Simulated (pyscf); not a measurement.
Single points on ωB97X-D3(BJ)/def2-SVP structures (PySCF, gas phase). Correlated levels are frozen-core, on RHF or UHF. ΔMP2 is the change of the MP2 total energy from the triple- to the quadruple-zeta basis.

### Question
Estimate by transition-state theory (the high-pressure limit) the rate constant of H₂Si=S -> :HSi–SH [singlet] (singlet surface; H–Si broken, H–S formed) at 900 K, with CCSD(T)/def2-TZVPP + ΔMP2(QZVPP) energies (ideal gas, 1 atm, RRHO with modes under 100 cm⁻¹ raised to 100, one conformer, R ln 2 for chiral ones without a mode under 150 cm⁻¹; no tunnelling).

### Answer
The electronic barrier is 54.1 kcal/mol and the thermal terms add -5.4, so ΔG‡ = 48.8 kcal/mol. With k_BT/h = 1.88e+13 s⁻¹ and RT = 1.788 kcal/mol, k = 2.7e+01 s⁻¹; so small a molecule is far into fall-off at 1 atm, where the true rate is lower. Wigner's tunnelling factor for 1463i cm⁻¹ would be 1.23. A shift of 1 kcal/mol in the barrier changes k by a factor 1.7. This is the saddle that the search found; another between the same sides may lie lower. A restricted solution here is unstable towards spin polarisation, so biradical character is likely and single-reference numbers are less safe. The CCSD(T) − MP2 part came from Ansatz, without density fitting, on the same reference.
